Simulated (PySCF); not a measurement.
Si(F)(Me)2(SH) (C2H7FSSi), SMILES C[Si](C)(F)S. Heavy atoms are numbered as in [CH3:1][Si:2]([CH3:3])([F:4])[SH:5]. Hydrogens are named by the atom that carries them.

Geometry optimised at B3LYP-D3(BJ)/def2-SVP. The values are those of a single conformer.

Method: B3LYP/pcSseg-1 in PySCF.

GIAO shieldings, no solvent; atoms alike by connectivity are averaged. δ = σ(ref) − σ: ¹³C against TMS (σ = 181.3 ppm); ²⁹Si against TMS (σ = 338.7 ppm); ¹⁹F against CFCl3 (σ = 161.7 ppm); ³³S against H2S (σ = 695.8 ppm); ¹H against TMS (σ = 31.68 ppm), references at their B3LYP-D3(BJ)/def2-TZVP geometries, non-relativistic.

### Question
Estimate the chemical shifts. (Estimate from the structure and the level; the computed values follow.)

### Answer

```json
[
 {"nucleus": "¹³C", "atoms": "C1 (CH3)", "count": "2", "δ (ppm)": "8.3"},
 {"nucleus": "²⁹Si", "atoms": "Si2", "count": "1", "δ (ppm)": "50.4"},
 {"nucleus": "¹⁹F", "atoms": "F4", "count": "1", "δ (ppm)": "-181.9"},
 {"nucleus": "³³S", "atoms": "S5 (SH)", "count": "1", "δ (ppm)": "22.9"},
 {"nucleus": "¹H", "atoms": "H on C1", "count": "6", "δ (ppm)": "0.70"},
 {"nucleus": "¹H", "atoms": "H on S5", "count": "1", "δ (ppm)": "-0.04"}
]
```
